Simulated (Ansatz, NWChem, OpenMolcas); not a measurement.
# How basis sets differ on PbS (SMILES [S][Pb])

PbS: 2 atoms, total charge 0, spin state singlet. As SMILES, `[S][Pb]`. The bond length is the measured one.

```xyz
2

S     0.0000    0.0000    0.0000
Pb    0.0000    0.0000    2.2869
```

Quantity: the dipole moment, in D. The values are calculated.

| level | kind | program | value (D) | CPU time |
| --- | --- | --- | --- | --- |
| HF/LANL2DZ (core potential) | Hartree–Fock | Ansatz | 6.01 | 0.08 s |
| HF/def2-SVP (core potential) | Hartree–Fock | NWChem | 4.67 | 8.5 s |
| HF/ANO-RCC-MB (DKH2) | Hartree–Fock | OpenMolcas | 4.35 | 8.8 s |
| HF/def2-mTZVP (core potential) | Hartree–Fock | Ansatz | 5.22 | 0.88 s |
| HF/def2-SVPD (core potential) | Hartree–Fock | Ansatz | 5.16 | 2 s |
| HF/def2-mTZVPP (core potential) | Hartree–Fock | Ansatz | 5.02 | 1 s |
| HF/def2-TZVP (core potential) | Hartree–Fock | Ansatz | 5.06 | 1.4 s |
| HF/def2-TZVPP (core potential) | Hartree–Fock | OpenMolcas | 5.06 | 7.2 s |
| HF/def2-QZVP (core potential) | Hartree–Fock | Ansatz | 5.06 | 2.7 s |

The values span 4.35 to 6.01 D. Without the sets that lack polarisation functions the rows with a basis span only 4.67 to 5.22 D. Times are those of the runs behind each value, whatever else they computed, on shared processors of several kinds: orders of magnitude only.
